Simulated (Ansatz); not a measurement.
Molecule: Si$_{6}$H$_{14}$, charge 0, multiplicity 1. 
Structure (B3LYP-D3(BJ)/def2-TZVP (Ansatz, a program for electronic structure) minimum search):
```xyz
20

Si    -3.0968     0.7860     0.3065
Si    -1.5263    -0.5294     1.4449
Si    -0.3702    -1.8592    -0.1011
Si     0.4537    -0.4525    -1.7870
Si     1.4958     1.3755    -0.7539
Si     3.0471     0.5904     0.8176
H     -3.8414     1.6725     1.2335
H     -2.4015     1.6244    -0.6994
H     -4.0661    -0.0864    -0.4006
H     -2.2017    -1.3598     2.4750
H     -0.5539     0.3597     2.1300
H      0.7642    -2.5561     0.5572
H     -1.2857    -2.8836    -0.6662
H     -0.6721     0.0043    -2.6413
H      1.4320    -1.1699    -2.6443
H      0.4621     2.1810    -0.0549
H      2.1697     2.2482    -1.7494
H      4.0777    -0.2334     0.1394
H      3.7194     1.7065     1.5262
H      2.3522    -0.2579     1.8155
```
Charge 0, spin multiplicity 1.

Wanted: atomisation energy (electronic, to ground-state atoms); the coupled-cluster value holds the core correlation from cc-pwCVTZ, in kcal/mol. Valence correlation only, unless marked. UHF or UKS for open shells. No spin-orbit coupling. Non-relativistic. CBS(X,Y): correlation extrapolated as X^-3; Hartree-Fock from the larger set. [CCSD(T)-MP2]/basis is that difference in the basis named.

Level to compare with: RI-MP2/CBS(aug-cc-pV(T+d)Z,aug-cc-pV(Q+d)Z)+[CCSD(T)-MP2]/aug-cc-pV(T+d)Z plus the core term (Ansatz), 1390.3 kcal/mol. It is a level with limits of its own, and the differences hold the functionals' basis error too.

### Question
Rank these functionals by how close they come to RI-MP2/CBS(aug-cc-pV(T+d)Z,aug-cc-pV(Q+d)Z)+[CCSD(T)-MP2]/aug-cc-pV(T+d)Z, closest first: wB97X-V/def2-TZVPD (Ansatz); BLYP/def2-TZVPD (Ansatz); r2SCANh/def2-TZVPD (Ansatz); BHLYP/def2-TZVPD (Ansatz).

### Answer
r2SCANh/def2-TZVPD (hybrid meta-GGA, 1379.5 kcal/mol, difference -10.8), wB97X-V/def2-TZVPD (range-separated hybrid with VV10, 1403.7 kcal/mol, difference 13.4), BHLYP/def2-TZVPD (global hybrid, 1358.1 kcal/mol, difference -32.2), BLYP/def2-TZVPD (GGA, 1331.3 kcal/mol, difference -59.0)
